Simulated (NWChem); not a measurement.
Everything below was run with NWChem. System: HSn, charge 0, spin multiplicity 2, at a geometry optimised with UPBE/def2-SVP with def2 effective core potentials on Sn. The structure started from a generated list of species. Its SCF solution wasn't tested for a lower state. Level: UMP2/def2-TZVP with def2 effective core potentials on Sn, 4 core orbitals frozen.

The NWChem input:

```
start mol
memory heap 200 mb stack 900 mb global 1100 mb
geometry units angstroms nocenter noautoz
  Sn     0.000000     0.000000     0.035451
  H      0.000000     0.000000    -1.772549
  symmetry group C2v
end
basis spherical
  * library def2-tzvp
end
ecp
  Sn library def2-ecp
end
scf
  uhf
  nopen 1
  maxiter 100
  thresh 1e-7
  semidirect memsize 60000000 filesize 0
  # guess.movecs holds the orbitals of an unrestricted PBE0 run
  vectors input guess.movecs output mol.movecs
end
mp2
  freeze core 4
end
task mp2 energy
```

Output (cleaned and shortened):

```
             Northwest Computational Chemistry Package (NWChem) 7.3.0
             --------------------------------------------------------

                                NWChem Input Module
                                -------------------

 Scaling coordinates for geometry "geometry" by  1.889725989
 (inverse scale =  0.529177249)

 Turning off AUTOSYM since
 SYMMETRY directive was detected!

                             Geometry "geometry" -> ""
                             -------------------------

 Output coordinates in angstroms (scale by  1.889725989 to convert to a.u.)

  No.       Tag          Charge          X              Y              Z
 ---- ---------------- ---------- -------------- -------------- --------------
    1 Sn                  50.0000     0.00000000     0.00000000     0.03545100
    2 H                    1.0000     0.00000000     0.00000000    -1.77254900

 Effective nuclear repulsion energy (a.u.)      14.6343265763

            Nuclear Dipole moment (a.u.)
            ----------------------------
        X                 Y               Z
 ---------------- ---------------- ----------------
     0.0000000000     0.0000000000     0.0000018897

      Symmetry information
      --------------------

 Group name             C2v
 Group number             16
 Group order               4
 No. of unique centers     2

      Symmetry unique atoms

     1    2


 Summary of "ao basis" -> "" (spherical)
 ------------------------------------------------------------------------------
       Tag                 Description            Shells   Functions and Types
 ---------------- ------------------------------  ------  ---------------------
 *                         def2-tzvp                  on all atoms

 Summary of "ao basis" -> "ao basis" (spherical)
 ------------------------------------------------------------------------------
       Tag                 Description            Shells   Functions and Types
 ---------------- ------------------------------  ------  ---------------------
 Sn                        def2-tzvp                16       50   6s5p3d2f
 H                         def2-tzvp                 4        6   3s1p

                                 NWChem SCF Module
                                 -----------------

  ao basis        = "ao basis"
  functions       =    56
  atoms           =     2
  alpha electrons =    12
  beta  electrons =    11
  charge          =   0.00
  wavefunction    = UHF
  use symmetry    = T
  symmetry adapt  = T

 Summary of "ao basis" -> "ao basis" (spherical)
 ------------------------------------------------------------------------------
       Tag                 Description            Shells   Functions and Types
 ---------------- ------------------------------  ------  ---------------------
 Sn                        def2-tzvp                16       50   6s5p3d2f
 H                         def2-tzvp                 4        6   3s1p

      Symmetry analysis of basis
      --------------------------

        a1         25
        a2          5
        b1         13
        b2         13

 Forming initial guess at       0.1s

   Symmetry analysis of molecular orbitals - initial alpha
   -------------------------------------------------------

  Numbering of irreducible representations:

     1 a1          2 a2          3 b1          4 b2

  Orbital symmetries:

     1 a1          2 b1          3 b2          4 a1          5 a1
     6 a2          7 b1          8 a1          9 b2         10 a1
[...]
    1 Sn  22    21.87   0.29 -0.77  1.54  0.95  1.05  0.84 -0.40  6.36  0.50  1.07  0.38  8.95  1.04  0.08  0.01  0.00
    2 H    1     1.13   0.21  0.57  0.34  0.01

  Mulliken analysis of the alpha density
  --------------------------------------

    Atom       Charge   Shell Charges
 -----------   ------   -------------------------------------------------------
    1 Sn  22    11.46   0.14 -0.39  0.77  0.47  0.52  0.44 -0.20  3.18  0.35  0.83  0.31  4.46  0.53  0.05  0.00  0.00
    2 H    1     0.54   0.10  0.27  0.16  0.00

   Mulliken analysis of the beta density
   -------------------------------------

    Atom       Charge   Shell Charges
 -----------   ------   -------------------------------------------------------
    1 Sn  22    10.41   0.14 -0.39  0.77  0.47  0.53  0.41 -0.20  3.17  0.15  0.25  0.07  4.48  0.51  0.03  0.00  0.00
    2 H    1     0.59   0.11  0.30  0.18  0.00

   Mulliken analysis of the spin density
   -------------------------------------

    Atom       Charge   Shell Charges
 -----------   ------   -------------------------------------------------------
    1 Sn  22     1.05  -0.00  0.00 -0.00 -0.00 -0.01  0.03 -0.00  0.01  0.20  0.58  0.24 -0.02  0.02  0.02 -0.00 -0.00
    2 H    1    -0.05  -0.01 -0.03 -0.02  0.00

       Multipole analysis of the density wrt the origin
       ------------------------------------------------

     L   x y z        total         alpha         beta         nuclear
     -   - - -        -----         -----         ----         -------
     0   0 0 0      0.000000    -12.000000    -11.000000     23.000000

     1   1 0 0      0.000000      0.000000      0.000000      0.000000
     1   0 1 0      0.000000      0.000000     -0.000000      0.000000
     1   0 0 1      0.210801      1.055182      1.031412     -1.875793

     2   2 0 0    -16.703353     -9.479776     -7.223577      0.000000
     2   1 1 0      0.000000      0.000000     -0.000000      0.000000
     2   1 0 1      0.000000      0.000000      0.000000      0.000000
     2   0 2 0    -21.617381    -14.762912     -6.854470      0.000000
     2   0 1 1     -0.000000     -0.000000     -0.000000      0.000000
     2   0 0 2    -22.505529    -17.818503    -16.005796     11.318770

                   NWChem MP2 Semi-direct Energy/Gradient Module
                   ---------------------------------------------

  Basis functions       =     56
  Molecular orbitals    =     56
  Frozen core           =      4
  Frozen virtuals       =      0
  Active alpha occupied =      8
  Active beta occupied  =      7
  Active alpha virtual  =     44
  Active beta virtual   =     45
  Use MO symmetry       = T
  Use skeleton AO sym   = T

  AO/Fock/Back tols     =   1.0D-09  1.0D-09  1.0D-09

 GA uses MA = F    GA memory limited = T

 Available:
  local mem=  1.26D+08
 global mem=  1.44D+08
 local disk=  0.00D+00
  mp2_memr nvloc                    44
  nvloc new                    44
   1 passes of   8:        4194304                      23990                   1915526.
   1 passes of   8: M    126142334           G      144172928           F     121948030.

 Semi-direct pass number   1 of   1  for UHF alpha       at        0.6s
  vrange nnbf                  1596
  mp2_eaftype                    10  avail_ma_in_mb                  1099
 EAF : mp2_eaftype filesize          10     957763.
  mp2_eaf for mointskh                     10
Node 0 wrote      4.5 Mb in      0.0 s     Agg I/O rate:  1512.6 Mb/s
 Done moints_semi at        1.5s
  mp2_eaftype                    10  avail_ma_in_mb                  1089
 EAF : mp2_eaftype filesize          10     957763.
  mp2_eaf for kh                    10
 Done maket at        1.5s
 Done multipass loop at        1.5s

 GA uses MA = F    GA memory limited = T

 Available:
  local mem=  1.26D+08
 global mem=  1.44D+08
 local disk=  0.00D+00
  mp2_memr nvloc                    45
  nvloc new                    45
   1 passes of   7:        4194304                      22141                   1714749.
   1 passes of   7: M    126142334           G      144172928           F     121948030.

 Semi-direct pass number   1 of   1  for UHF beta        at        1.5s
  vrange nnbf                  1596
  mp2_eaftype                    10  avail_ma_in_mb                  1099
 EAF : mp2_eaftype filesize          10     857375.
  mp2_eaf for mointskh                     10
Node 0 wrote      4.0 Mb in      0.0 s     Agg I/O rate:  1869.1 Mb/s
 Done moints_semi at        2.4s
  mp2_eaftype                    10  avail_ma_in_mb                  1089
 EAF : mp2_eaftype filesize          10     857375.
  mp2_eaf for kh                    10
 Done maket at        2.4s
 Done multipass loop at        2.4s

          -------------------------------------------
          SCF energy                -213.903145496551
          Correlation energy          -0.285353541444
          Singlet pairs                0.000000000000
          Triplet pairs                0.000000000000
          Total MP2 energy          -214.188499037995
          -------------------------------------------

          ---------------------------------------------------
                    Spin Component Scaled (SCS) MP2
          Same spin pairs                     -0.094902690534
          Same spin scaling factor             0.333333333333
          Opposite spin pairs                 -0.190450850909
          Opposite spin scaling fact.          1.200000000000
          SCS-MP2 correlation energy          -0.260175251269
          Total SCS-MP2 energy              -214.163320747820
          ---------------------------------------------------

 -----------------------
 Performance information
 -----------------------

 Timer overhead =  1.24D-07 seconds/call

               Nr. of calls         CPU time (s)                 Wall time (s)                GFlops
             ---------------    -------------------     ------------------------------   -------------------
Name         Min   Avg   Max    Min     Avg     Max     Min     Avg     Max   Mx/calls   Min     Max     Sum
mp2: moin     2     2     2    1.8     1.8     1.8      1.8     1.8     1.8    0.89      0.0     0.0     0.0
mp2: make     2     2     2   7.39E-2 7.39E-2 7.39E-2  7.39E-2 7.39E-2 7.39E-2 3.70E-2   0.0     0.0     0.0
mp2: tota     1     1     1    1.9     1.9     1.9      1.9     1.9     1.9     1.9      0.0     0.0     0.0

 The average no. of pstat calls per process was 5.00D+00
 with a timing overhead of 6.21D-07s

 Task  times  cpu:        2.4s     wall:        2.4s

 Total times  cpu:        2.4s     wall:        2.4s
```
